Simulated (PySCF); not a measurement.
This PySCF input asks for the NMR shieldings of SMILES BC1=CC=CO[SiH2]O1, C$_{4}$H$_{7}$BO$_{2}$Si; the geometry comes from GFN2-xTB.

```python
import basis_set_exchange as bse
import numpy as np
from pyscf import gto, dft
from pyscf.prop import nmr

atoms = """
B     2.667598   -0.349452    0.045058
C     1.148246   -0.129716    0.093639
C     0.579155    1.036857   -0.321997
C    -0.780474    1.489757   -0.399194
C    -1.952121    0.870423   -0.161801
O    -2.184394   -0.377197    0.236364
Si   -1.131823   -1.620897    0.462578
O     0.403445   -1.162308    0.605790
H     3.361521    0.514012   -0.323424
H     3.112126   -1.375605    0.379354
H     1.292537    1.775285   -0.662552
H    -0.879399    2.517490   -0.725109
H    -2.875084    1.426440   -0.297487
H    -1.476334   -2.150181    1.766009
H    -1.289413   -2.456918   -0.719141
"""
names = dict.fromkeys(["B", "C", "O", "Si", "H"], "pcSseg-1")
basis = {el: gto.basis.parse(bse.get_basis(n, elements=[el], fmt="nwchem")) for el, n in names.items()}
mol = gto.M(atom=atoms, basis=basis, charge=0, verbose=0)
mf = dft.RKS(mol, xc="PBE0")
mf.grids.level = 2
mf.grids.alignment = dft.numint.BLKSIZE   # the property module wants whole blocks of grid points
mf.conv_tol = 1e-9
mf.kernel()

calc = nmr.RKS(mf)   # GIAO
C = mf.mo_coeff
Co = C[:, mf.mo_occ > 0]
resp = mf.gen_response(singlet=True, hermi=2)
def vind(x):   # induced exchange potential for any number of trial vectors
    d = np.einsum("pi,xij,qj->xpq", C, 2 * x.reshape(-1, C.shape[1], Co.shape[1]), Co, optimize=True)
    return np.einsum("xpq,pi,qj->xij", resp(d - d.transpose(0, 2, 1)), C, Co, optimize=True).ravel()
mo1, _ = nmr.rhf.solve_mo1(calc, with_cphf=vind)
sigma = calc.kernel(mo1)
for i, s in enumerate(sigma):   # ppm
    w = np.linalg.eigvalsh((s + s.T) / 2)
    print("%2d %-2s iso %8.1f  s11 %8.1f  s22 %8.1f  s33 %8.1f" % (i, mol.atom_pure_symbol(i), w.mean(), *w))
```

Question: What are the results?

Answer: 
```
 0 B  iso     32.0  s11    -18.3  s22     -5.8  s33    120.0
 1 C  iso     12.3  s11    -79.3  s22     17.2  s33     99.1
 2 C  iso     43.5  s11    -55.4  s22     49.0  s33    137.0
 3 C  iso     80.2  s11    -18.4  s22    109.6  s33    149.4
 4 C  iso     27.6  s11    -62.3  s22     41.5  s33    103.6
 5 O  iso    157.6  s11     95.9  s22    115.7  s33    261.3
 6 Si iso    379.9  s11    369.8  s22    377.4  s33    392.6
 7 O  iso    184.9  s11    130.1  s22    171.0  s33    253.6
 8 H  iso     25.3  s11     19.7  s22     27.7  s33     28.6
 9 H  iso     25.0  s11     19.4  s22     27.1  s33     28.3
10 H  iso     25.4  s11     22.5  s22     25.2  s33     28.6
11 H  iso     26.5  s11     23.6  s22     27.4  s33     28.5
12 H  iso     24.9  s11     21.0  s22     26.3  s33     27.3
13 H  iso     26.9  s11     22.9  s22     24.8  s33     33.2
14 H  iso     26.7  s11     23.4  s22     24.6  s33     32.1
```

These numbers come from an equivalent density-fitted implementation of the same equations, which agrees with the script to about 0.01 ppm for H and up to a few tenths of a ppm for heavy atoms, so last digits may differ.

Size and cost of the density-fitted run: 178 basis functions, 61 s wall time on 1 thread of an Arm Neoverse N1, shared host; peak memory 0.81 GiB.
